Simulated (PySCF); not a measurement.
## UHF on Ar⁺ (argon, charge +1)

Configuration: [Ne] 3s2 3p4 4s1, high-spin 4P determinant (an excited configuration). Computed with PySCF 2.14 in dyall-av2z, with no relativity, point nucleus.

```json
{
 "Total energy": "-525.670304 hartree",
 "One-electron energy": "-714.6766 hartree",
 "Hartree (Coulomb) energy": "218.6244 hartree",
 "Exchange energy": "-29.6181 hartree",
 "Kinetic energy": "525.75763 hartree",
 "⟨S²⟩": "3.7564",
 "⟨L²⟩": "2.026",
 "Sum of ⟨r⟩": "15.59 bohr",
 "Sum of ⟨r²⟩": "31.03 bohr²",
 "Traceless quadrupole moment −½Σ⟨3z² − r²⟩ along its main axis": "-0.909 e·bohr²",
 "Density at the nucleus (Gaussians lack the cusp)": "3760 bohr⁻³",
 "Spin density at the nucleus": "2.32 bohr⁻³",
 "Langevin diamagnetic susceptibility": "-24.6 ×10⁻⁶ cm³/mol"
}
```

```tsv
shell	electrons	mean orbital energy (hartree)	spread (hartree)	rms radius, mean of both spins (bohr)
1s α	1	-119.45541	0	0.0998
1s β	1	-119.41815	0	0.0998
2s α	1	-13.14387	0	0.448
2s β	1	-13.10736	0	0.448
2p α	3	-10.39835	0.03475	0.417
2p β	3	-10.33918	0.02649	0.417
3s α	1	-2.05907	0	1.44
3s β	1	-1.75382	0	1.44
3p α	3	-1.31476	0.08992	1.61
3p β	1	-1.18948	0	1.61
4s α	1	-0.38002	0	3.87
```

The outer electron is Rydberg-like, and this basis confines it to a smaller radius and binds it less than a complete one would.

Spin-orbit constants ζ (cm⁻¹) from the X2C one-electron operator on these orbitals (non-relativistic here): bare nucleus, nucleus screened by l(l+1)(2l+1)/3 electrons, and screened by the Breit-Pauli mean field of the electrons.

```json
{"shell": "2p", "bare": "12870", "screened nucleus": "11440", "mean field": "10780"}
{"shell": "3p", "bare": "1175", "screened nucleus": "1044", "mean field": "973.0"}
```

To first order the Landé constant is A = -324.3 cm⁻¹, so the lowest level has J = 5/2 and lies 0.0603 eV below the centre of the term. This holds in LS coupling only.
